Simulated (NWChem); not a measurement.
System: C$_{4}$H$_{3}$Br; SMILES C#CC(=C)Br

All runs: NWChem. All runs use the structure optimised with PBE0/def2-SVP. Total energies compare along this basis series because the functional is fixed.

```tsv
level	basis functions	energy (Ha)	highest occupied level (eV)	orbital gap (eV)	dipole (D)
PBE/cc-pVDZ	98	-2727.6789	-6.04	3.96	1.21
PBE/aug-cc-pVDZ	155	-2727.6906	-6.24	3.86	1.33
PBE/cc-pVTZ	205	-2727.7992	-6.20	3.91	1.29
```
